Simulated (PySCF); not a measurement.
## MP2, SCS-MP2 and SOS-MP2 from spin components

System: CH3Cl3Si, singlet, at a GFN2-xTB geometry. Level: MP2/STO-3G (PySCF). Sums are taken with unrounded values, so a last digit can differ.

Here is a job for PySCF.
```python
from pyscf import gto, scf, mp

mol = gto.M(
    atom='''
C    -2.085393   -0.430024    0.057358
Si   -0.225654   -0.046532    0.006206
Cl    0.680406   -1.195024   -1.390628
Cl    0.067757    1.900728   -0.455550
Cl    0.609762   -0.425689    1.808829
H    -2.266306   -1.469266    0.317442
H    -2.594686    0.186602    0.792742
H    -2.552211   -0.245996   -0.906287
''',
    basis='sto-3g',
    charge=0,
    spin=0,
    verbose=4,
)

mf = scf.RHF(mol)
mf.kernel()

pt = mp.MP2(mf)
pt.kernel()
print('E(MP2) = %.10f' % pt.e_tot)
```

It gave an SCF energy of -1688.678300 Eh, a same-spin correlation energy of -0.013552 Eh and an opposite-spin one of -0.089258 Eh.

Q: Work out the MP2, SCS-MP2 (6/5 and 1/3) and SOS-MP2 (1.3 and 0) correlation and total energies.

A: MP2: -0.089258 + (-0.013552) = -0.102811 Eh, total -1688.781111 Eh, as the program printed. SCS-MP2: 1.2 × (-0.089258) + (-0.013552)/3 = -0.111627 Eh, total -1688.789928 Eh. SOS-MP2: 1.3 × (-0.089258) = -0.116036 Eh, total -1688.794336 Eh. Opposite spins carry 87 % of the MP2 correlation; same-spin pairs are already kept apart by exchange.
